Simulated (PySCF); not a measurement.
Magnetic shielding above rings: a mixed set.

Probes without a nucleus sit at each ring's centroid and 1 Å off its mean plane on both sides; NICS is minus the shielding there, NICSzz its component along the normal. Level: GIAO PBE0/pcSseg-1 (PySCF, non-relativistic, gas phase) on the GFN2-xTB geometries, one conformer each. Atom numbers follow the mapped SMILES.

Problem. Order these rings by mean NICS(1)zz, lowest (most negative) first (ppm).
A. ring C2–O4–Si5–Si8 in `[CH3:1][C:2]1([CH3:3])[O:4][Si@@H:5]([O:6][SiH3:7])[Si@@H:8]1[Cl:9]`
B. ring C5–C7–C8 in `[CH3:1][CH2:2][O:3][CH2:4][C:5]1([S-:6])[CH2:7][CH2:8]1` (charge -1)
C. ring C2–C3–C4–P5–C6 in `[F:1][c:2]1[cH:3][cH:4][pH:5][cH:6]1`
D. ring C7–C8–C9–C10–S11 in `[CH:1]#[C:2][CH2:3][P:4]([CH:5]=[CH2:6])[c:7]1[cH:8][cH:9][cH:10][s:11]1`

Solution. D (-27.2), B (-21.0), C (-12.9), A (1.9).

| SMILES | ring | NICS(0) | NICS(1) | NICS(1)zz | HOMA | rms pucker (Å) | ring atoms with four or more neighbours |
| --- | --- | --- | --- | --- | --- | --- | --- |
| C#CCP(C=C)c1cccs1 | 5-membered ring with S; formal bonds all aromatic | -12.4 | -11.5 | -27.2 | 0.81 | 0.00 | 0 |
| CCOCC1([S-])CC1 | 3-membered carbocycle; formal bonds all single | -43.1 | -7.7 | -21.0 | – | 0.00 | 3 |
| Fc1cc[pH]c1 | 5-membered ring with P; bonds drawn aromatic by RDKit's count | -6.9 | -6.2 | -12.9 | 0.15 | 0.04 | 0 |
| CC1(C)O[Si@@H](O[SiH3])[Si@@H]1Cl | 4-membered ring with O and 2 Si; formal bonds all single | -3.2 | -1.4 | 1.9 | – | 0.05 | 3 |

NICS(0) gives another order. The isotropic NICS(1) gives the same order. HOMA uses Krygowski's 1993 parameters; it is left out where a ring has a four-coordinate atom, a triple bond, no multiple bond or a kind of bond without parameters. NICS(1) and NICS(1)zz are means over the two faces.
